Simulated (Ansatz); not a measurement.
`C[SiH2][AlH][AlH2]` and `C[SiH2][Al]([AlH2])[AlH2]` differ in one atom or group.

Ansatz, PBE0-D4/def2-TZVP geometries, multiplicity 1. Each molecule was computed in one conformer, which needn't be the lowest.

| property | `C[SiH2][AlH][AlH2]` |
| --- | --- |
| HOMO energy (PBE0/def2-TZVPP) / eV | -6.58 |
| HOMO–LUMO gap (B3LYP/def2-TZVPP) / eV | 3.97 |
| HOMO energy (B3LYP/def2-TZVPP) / eV | -6.40 |
| size of the dipole moment (PBE/def2-TZVPP) / D | 0.65 |
| LUMO energy (PBE0/def2-TZVPP) / eV | -2.29 |
| size of the dipole moment (ωB97M-V/def2-TZVPP) / D | 0.53 |

(1) What does the change do to each property? (Best estimate.)

## Answers

(1) Computed: 
```csv
property,`C[SiH2][Al]([AlH2])[AlH2]`,shift
HOMO energy (PBE0/def2-TZVPP) / eV,-6.40,0.18
HOMO–LUMO gap (B3LYP/def2-TZVPP) / eV,3.59,-0.38
HOMO energy (B3LYP/def2-TZVPP) / eV,-6.22,0.18
size of the dipole moment (PBE/def2-TZVPP) / D,0.99,0.34
LUMO energy (PBE0/def2-TZVPP) / eV,-2.51,-0.22
size of the dipole moment (ωB97M-V/def2-TZVPP) / D,0.78,0.25
```

With PBE0 the HOMO rises by 0.18 eV and the LUMO falls by 0.22 eV, so the gap narrows by about 0.40 eV. PBE moves the HOMO by 0.14 eV and ωB97M-V by 0.24 eV. Dipoles are sizes alone; their direction can turn.

B3LYP here is the variant with VWN-RPA as its local correlation; programs differ in this.
